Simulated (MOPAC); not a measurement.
MOPAC input (PM3):

```
PM3 FORCE THERMO(298,298) PRECISE LET UHF MS=0.5 GEO-OK AUX(PRECISION=9) THREADS=1
BeCl

Be    0.00000000 1    0.00000000 1   -1.42360172 1
Cl    0.00000000 1   -0.00000000 1    0.29921838 1
```

### Question
Which zero-point energy does it print?

### Answer
1.05 kcal/mol, from the harmonic wavenumbers of PM3.
